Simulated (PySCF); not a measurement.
**Computed spin Hamiltonian**

C2H6FN2Si2 (doublet state).
Cartesian coordinates in Å at the GFN2-xTB level; atoms count from 1:
```xyz
13
C2H6FN2Si2 angstrom
N      0.7903    2.9186   -1.4384
C      0.9074    1.8152   -1.1493
Si     1.0582    0.0130   -0.6333
N      1.7042   -0.1679    0.9464
Si    -1.0859   -0.9143   -0.6084
C     -2.0252   -0.2630    0.8361
F     -1.5585   -0.4851    2.0860
H      2.0701   -0.5208   -1.5518
H      1.1074   -0.1427    1.7571
H      2.6247    0.1688    1.1780
H     -1.8777   -0.5723   -1.7895
H     -0.9528   -2.3723   -0.4962
H     -2.7665    0.5232    0.8456
```

The hyperfine couplings belong to this conformer and change with its torsions.

Identity: `N#C[Si@@H](N)[SiH2][CH]F` [radical].

Theory: PySCF 2.14.0, UKS B3LYP, pcH-1 on C F H N Si, non-relativistic, mean-field spin-orbit, GIAO. The structure is a single GFN2-xTB conformer in the gas phase; no vibrational or solvent corrections. The geometry wasn't refined by DFT: couplings that depend on bond lengths, twists or pyramidal angles can differ widely from those at the functional's own minimum. No stability test was run, so a lower SCF solution isn't excluded.

```json
{
  "g1, g2, g3": "2.00203, 2.00483, 2.00548",
  "g_iso": "2.00411",
  "Form of g": "rhombic: the two nearest values differ by 19 % of g3 − g1",
  "⟨S²⟩": "0.7538 (exact 0.7500)",
  "HOMO–LUMO gap, α and β orbitals": "5.31, 4.96 eV"
}
```

Hyperfine couplings atom by atom, in 10⁻⁴ cm⁻¹; T1 to T3 are the principal values of the dipolar part; ρ(0) is the spin density at the nucleus (1 × 10⁻⁴ cm⁻¹ = 2.998 MHz):

| atom | isotope | a_iso | of which spin–orbit | T1 | T2 | T3 | Mulliken spin population | ρ(0) (bohr⁻³) |
| --- | --- | --- | --- | --- | --- | --- | --- | --- |
| N1 | 14N | 0.0 | 0.0 | -0.1 | 0.0 | 0.1 | 0.00 | 0.0004 |
| C2 | 13C | -0.1 | 0.0 | -0.2 | 0.0 | 0.2 | 0.00 | -0.0003 |
| Si3 | 29Si | -25.4 | 0.0 | -4.4 | 2.1 | 2.3 | 0.05 | 0.0858 |
| N4 | 14N | -0.1 | 0.0 | -0.1 | 0.0 | 0.1 | 0.00 | -0.0005 |
| Si5 | 29Si | 14.0 | 0.0 | -0.9 | 0.0 | 1.0 | -0.04 | -0.0474 |
| C6 | 13C | 38.6 | 0.0 | -26.2 | -25.1 | 51.3 | 0.91 | 0.1030 |
| F7 | 19F | 50.2 | 0.3 | -91.7 | -80.4 | 172.1 | 0.08 | 0.0356 |
| H8 | 1H | 5.7 | 0.0 | -0.5 | -0.2 | 0.6 | 0.01 | 0.0038 |
| H9 | 1H | 0.0 | 0.0 | -0.7 | -0.5 | 1.3 | 0.00 | 0.0000 |
| H10 | 1H | 0.5 | 0.0 | -0.3 | -0.2 | 0.5 | 0.00 | 0.0003 |
| H11 | 1H | -0.3 | 0.0 | -1.2 | -0.9 | 2.1 | 0.00 | -0.0002 |
| H12 | 1H | 17.9 | 0.0 | -1.1 | -0.7 | 1.8 | 0.03 | 0.0120 |
| H13 | 1H | -18.4 | 0.0 | -11.7 | -0.6 | 12.4 | -0.04 | -0.0123 |

Largest spin populations (Mulliken): C6 (+0.91) and F7 (+0.08). No atom but C6 exceeds +0.15. The angles at C6 add up to 357.6°, so it is nearly planar; its axial dipolar tensor and the negative coupling of its proton fit spin in a p orbital normal to that plane.

Under fast tumbling the dipolar parts average out, and these isotropic splittings remain: 1 × 19F (F7, I = 1/2, 2 lines) with 5.37 mT, 1 × 1H (H13, I = 1/2, 2 lines) with 1.96 mT, 1 × 1H (H12, I = 1/2, 2 lines) with 1.92 mT, 1 × 1H (H8, I = 1/2, 2 lines) with 0.61 mT, 1 × 1H (H10, I = 1/2, 2 lines) with 0.05 mT and 1 × 1H (H11, I = 1/2, 2 lines) with 0.03 mT.

H9 and H10 aren't averaged: N4 is flat or nearly so (angle sum 353°), and its turn about the short N4–Si3 bond (1.72 Å) is taken as slow.

The 29Si coupling of Si3 (-76.2 MHz) shows only in satellite lines or after enrichment, since that isotope makes up about 4.7 % of natural silicon.

The 13C coupling of C6 (115.9 MHz) shows only in satellite lines or after enrichment, since that isotope makes up about 1.07 % of natural carbon.
